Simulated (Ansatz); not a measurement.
Gas-phase electronic energies from Ansatz, PBE0-D4/def2-TZVP geometries. CCSD(T)/CBS is the MP2 limit (def2-TZVPP, def2-QZVPP) plus CCSD(T) − MP2 in def2-TZVPP, frozen cores. DFT in def2-TZVPP. One conformer a species, not always the lowest.

Consider the isomerisation: `BC[SiH](O)F` → `FBOC[SiH3]`.

`BC[SiH](O)F`:

Z-matrix (Å, degrees):
```
C
Si 1 1.871
B 1 1.536 2 109.3
H 1 1.096 2 103.1 3 121.8
H 1 1.095 2 104.8 3 -123.3
F 2 1.598 1 106.4 3 168.8
O 2 1.631 1 113.0 3 47.9
H 2 1.474 1 113.6 3 -73.1
H 3 1.198 1 120.6 2 -92.4
H 3 1.197 1 120.9 2 84.4
H 7 0.958 2 119.6 1 43.4
```

`FBOC[SiH3]`:

Z-matrix (Å, degrees):
```
C
Si 1 1.893
O 1 1.429 2 110.3
H 1 1.094 2 110.4 3 123.2
H 1 1.093 2 110.1 3 -118.2
H 2 1.486 1 109.3 3 -60.7
H 2 1.487 1 108.6 3 179.6
H 2 1.485 1 110.1 3 59.5
B 3 1.340 1 122.7 2 106.3
F 9 1.333 3 121.0 1 0.6
H 9 1.192 3 119.5 1 -179.6
```

```json
{"level": "B2PLYP", "ΔE (kJ/mol)": "79.3"}
{"level": "SCS-MP2/def2-TZVPP", "ΔE (kJ/mol)": "86.5"}
{"level": "HF/def2-QZVPP", "ΔE (kJ/mol)": "82.3"}
{"level": "MP2/CBS(def2)", "ΔE (kJ/mol)": "102.6"}
```

Task: What does CCSD(T)/CBS give? (Estimate.)

Result: Ansatz gave: +89.7 kJ/mol. The listed levels differ from it by -10.4, -3.2, -7.4, 12.9 kJ/mol.

Largest T1 diagnostic among the species: 0.013.

From PBE to PBE0 (25 % exact exchange), in def2-TZVPP and without D4, ΔE moves by +9.3 kJ/mol.
